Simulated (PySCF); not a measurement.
H$_{3}$Ga, charge -1, doublet, geometry from GFN2-xTB (such geometries of metal compounds can be far from the true shape) (a state made from the parent by changing its charge; the spin is typed, not shown lowest) (in this run its highest filled SCF level lies above zero, so its values depend strongly on the basis, on diffuse functions most of all); B3LYP/def2-SV(P) in PySCF.

Here is a job for PySCF.
```python
from pyscf import gto, scf, dft

mol = gto.Mole()
mol.atom = '''
    Ga    0.000000    0.000000    0.000000
    H     0.494390   -0.320912    1.016038
    H    -0.223677    1.133447   -0.212147
    H    -0.270714   -0.812535   -0.803891
'''
mol.basis = 'def2-sv(p)'
mol.charge = -1
mol.spin = 1
mol.verbose = 4
mol.build()

mf = dft.UKS(mol)
mf.xc = 'b3lyp'
mf.kernel()
mf.analyze()
```

Task: Write the output that PySCF gives for this input, abridged.

Result: 
```
PySCF version 2.14.0

[INPUT] verbose = 4
[INPUT] num. atoms = 4
[INPUT] num. electrons = 35
[INPUT] charge = -1
[INPUT] spin (= nelec alpha-beta = 2S) = 1
[INPUT] symmetry False subgroup None
[INPUT] Mole.unit = angstrom
[INPUT] Symbol           X                Y                Z      unit          X                Y                Z       unit  Magmom
[...]
nuclear repulsion = 42.6775517569394
number of shells = 18
number of NR pGTOs = 86
number of NR cGTOs = 38
basis = def2-sv(p)
ecp = {}

******** <class 'pyscf.dft.uks.UKS'> ********
method = UKS
initial guess = minao
damping factor = 0
level_shift factor = 0
DIIS = <class 'pyscf.scf.diis.CDIIS'>
diis_start_cycle = 1
diis_space = 8
diis_damp = 0
SCF conv_tol = 1e-09
SCF conv_tol_grad = None
SCF max_cycles = 50
direct_scf = True
direct_scf_tol = 1e-13
number electrons alpha = 18  beta = 17
XC library pyscf.dft.libxc version 7.1.2
    S. Lehtola, C. Steigemann, M. J. T. Oliveira, and M. A. L. Marques,  SoftwareX 7, 1–5 (2018)
XC functionals = b3lyp
    P. J. Stephens, F. J. Devlin, C. F. Chabalowski, and M. J. Frisch,  J. Phys. Chem. 98, 11623 (1994)
radial grids:
    Treutler-Ahlrichs [JCP 102, 346 (1995); DOI:10.1063/1.469408] (M4) radial grids

becke partition: Becke, JCP 88, 2547 (1988); DOI:10.1063/1.454033
pruning grids: <function nwchem_prune>
grids dens level: 3
symmetrized grids: False
atomic radii adjust function: <function treutler_atomic_radii_adjust>
small_rho_cutoff = 0
Set gradient conv threshold to 3.16228e-05
tot grids = 50328
init E= -1926.2556811169

cycle= 1 E= -1926.12883963302  delta_E= 0.127  |g|= 0.354  |ddm|=  1.5
cycle= 2 E= -1926.14433439362  delta_E= -0.0155  |g|= 0.359  |ddm|= 0.477
cycle= 3 E= -1926.16895875078  delta_E= -0.0246  |g|= 0.0513  |ddm|= 0.152
cycle= 4 E= -1926.17012074298  delta_E= -0.00116  |g|= 0.00308  |ddm|= 0.0676
cycle= 5 E= -1926.1701263536  delta_E= -5.61e-06  |g|= 0.000435  |ddm|= 0.00639
cycle= 6 E= -1926.17012656431  delta_E= -2.11e-07  |g|= 9.57e-05  |ddm|= 0.00136
cycle= 7 E= -1926.170126576  delta_E= -1.17e-08  |g|= 1e-05  |ddm|= 0.000283
cycle= 8 E= -1926.17012657617  delta_E= -1.67e-10  |g|= 1.06e-06  |ddm|= 3.55e-05
Extra cycle  E= -1926.17012657618  delta_E= -6.82e-12  |g|= 1.05e-06  |ddm|= 3.36e-06
converged SCF energy = -1926.17012657618  <S^2> = 0.75149713  2S+1 = 2.0014966
**** SCF Summaries ****
Total Energy =                       -1926.170126576177609
Nuclear Repulsion Energy =              42.677551756939430
[...]
**** MO energy ****
                             alpha | beta                alpha | beta
[...]
To work with the spin densities directly, `use mulliken_meta_spin()` only printing them here.

 ** Mulliken spin pop alpha/beta on meta-lowdin orthogonal AOs **
 ** Mulliken Spin Density (per AO)  **
spin_pop of  0 Ga 1s        0.00000
spin_pop of  0 Ga 2s        0.00000
spin_pop of  0 Ga 3s        0.00011
spin_pop of  0 Ga 4s        0.02701
spin_pop of  0 Ga 5s       -0.00085
spin_pop of  0 Ga 2px       0.00000
spin_pop of  0 Ga 2py       0.00000
spin_pop of  0 Ga 2pz       0.00000
spin_pop of  0 Ga 3px       0.00003
spin_pop of  0 Ga 3py      -0.00000
spin_pop of  0 Ga 3pz       0.00001
spin_pop of  0 Ga 4px       0.80348
spin_pop of  0 Ga 4py       0.02024
spin_pop of  0 Ga 4pz       0.17143
spin_pop of  0 Ga 5px       0.02062
spin_pop of  0 Ga 5py       0.00033
spin_pop of  0 Ga 5pz       0.00425
spin_pop of  0 Ga 3dxy     -0.00019
spin_pop of  0 Ga 3dyz     -0.00015
spin_pop of  0 Ga 3dz^2    -0.00019
spin_pop of  0 Ga 3dxz     -0.00039
spin_pop of  0 Ga 3dx2-y2   -0.00042
spin_pop of  0 Ga 4dxy      0.00009
spin_pop of  0 Ga 4dyz      0.00004
spin_pop of  0 Ga 4dz^2     0.00005
spin_pop of  0 Ga 4dxz     -0.00003
spin_pop of  0 Ga 4dx2-y2   -0.00007
spin_pop of  0 Ga 5dxy      0.00006
spin_pop of  0 Ga 5dyz     -0.00003
spin_pop of  0 Ga 5dz^2     0.00003
spin_pop of  0 Ga 5dxz      0.00019
spin_pop of  0 Ga 5dx2-y2    0.00020
spin_pop of  1 H 1s       -0.01541
spin_pop of  1 H 2s        0.00013
spin_pop of  2 H 1s       -0.01541
spin_pop of  2 H 2s        0.00013
spin_pop of  3 H 1s       -0.01541
spin_pop of  3 H 2s        0.00013
 ** Mulliken Spin Density (per atom)  **
spin density of  0 Ga =      1.04583
spin density of  1 H =     -0.01528
spin density of  2 H =     -0.01528
spin density of  3 H =     -0.01528
 ** Mulliken pop alpha/beta on meta-lowdin orthogonal AOs **
 ** Mulliken pop       alpha | beta **
[...]
In total            18.00000 | 17.00000
 ** Mulliken atomic charges   ( Nelec_alpha | Nelec_beta ) **
charge of  0Ga =     -0.65088  (    16.34836     15.30253 )
charge of  1H =     -0.11637  (     0.55055      0.56582 )
charge of  2H =     -0.11637  (     0.55055      0.56582 )
charge of  3H =     -0.11637  (     0.55055      0.56582 )

WARN: System has nonzero charge -1; the dipole moment is origin-dependent.
Location of origin: [0. 0. 0.]

Dipole moment(X, Y, Z, Debye):  0.00000, -0.00000, -0.00000
```
